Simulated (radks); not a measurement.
The numbers below are computed, except where a source is named.
Problem. V XVI, 8 electrons, occupied as [He] 2s2 2p3 7f1 (not the ground configuration). Level of theory: Dirac Kohn-Sham, PBE, spin-unpolarised, spherical densities, finite nucleus; open shells fill j = l - 1/2 first; Fermi nuclear charge, rms radius 3.6002 fm (a radial shooting solver on a logarithmic mesh with Libxc functionals). Some entries of the table are withheld. Estimate them.

| orbital | occ. | eigenvalue (eV) | <r> (bohr) |
|---|---|---|---|
| 1s1/2 | 2 | (1) | 0.06622 |
| 2s1/2 | 2 | (2) | 0.2891 |
| 2p1/2 | 2 | (3) | (4) |
| 2p3/2 | 1 | (5) | (6) |
| 7f5/2 | 1 | (7) | (8) |
| 7f7/2 | 0 | (9) | (10) |

Solution. 
(1) 1s1/2 eigenvalue (eV): -6076.980
(2) 2s1/2 eigenvalue (eV): -1185.351
(3) 2p1/2 eigenvalue (eV): -1112.775
(4) 2p1/2 <r> (bohr): 0.2500
(5) 2p3/2 eigenvalue (eV): -1104.273
(6) 2p3/2 <r> (bohr): 0.2523
(7) 7f5/2 eigenvalue (eV): -70.1059
(8) 7f5/2 <r> (bohr): 4.164
(9) 7f7/2 eigenvalue (eV): -70.0922
(10) 7f7/2 <r> (bohr): 4.164
